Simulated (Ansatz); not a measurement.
`CC[N]([AlH2])[SiH3]`, relaxed with RKS PBE-D4/def2-SVP in Ansatz 0.2.0 from a rough embedded geometry. The force threshold is 0.03 eV/Å; the program also tests the step.

Charge 0, multiplicity 1.

Start:

```xyz
15

C     0.830   -0.812   -1.724
C     0.033   -0.883   -0.441
N     0.336    0.290    0.354
Al   -0.533    1.884   -0.149
Si   -0.191    0.036    2.084
H     0.617   -1.824   -2.310
H     1.907   -0.770   -1.541
H     0.482   -0.028   -2.354
H    -1.018   -0.969   -0.648
H     0.364   -1.817    0.084
H    -0.328    3.267    0.532
H    -1.525    1.805   -1.459
H     0.491   -1.172    2.598
H     0.158    1.193    2.866
H    -1.623   -0.199    2.107
```

```
step  energy (eV)  largest force (eV/Å)  largest move (Å)
   1  -18181.4189                 3.366             0.000
   2  -18181.9025                 1.038             0.179
   3  -18182.0539                 0.430             0.195
   4  -18182.1237                 0.220             0.200
   5  -18182.1707                 0.173             0.200
   6  -18182.1904                 0.347             0.200
   7  -18182.1986                 0.202             0.191
   8  -18182.2114                 0.080             0.089
   9  -18182.2156                 0.085             0.076
  10  -18182.2215                 0.253             0.195
  11  -18182.2296                 0.154             0.046
  12  -18182.2407                 0.163             0.174
  13  -18182.2464                 0.271             0.159
  14  -18182.2558                 0.131             0.041
  15  -18182.2622                 0.057             0.083
  16  -18182.2655                 0.094             0.116
  17  -18182.2675                 0.074             0.082
  18  -18182.2691                 0.051             0.061
  19  -18182.2699                 0.023             0.054
  20  -18182.2702                 0.015             0.039
```

End:

```xyz
15

C     0.909   -1.132   -1.288
C    -0.447   -0.736   -0.700
N    -0.377    0.390    0.254
Al   -0.872    2.056   -0.259
Si    0.186    0.022    1.887
H     0.800   -1.983   -1.992
H     1.626   -1.436   -0.498
H     1.360   -0.283   -1.842
H    -1.136   -0.465   -1.531
H    -0.908   -1.623   -0.203
H    -0.740    3.250    0.790
H    -1.427    2.196   -1.752
H     1.614   -0.466    1.932
H     0.075    1.278    2.704
H    -0.664   -1.068    2.496
```

Run time 36 s (4 threads of an Arm Neoverse V1 on a shared host); peak host memory 0.18 GiB.
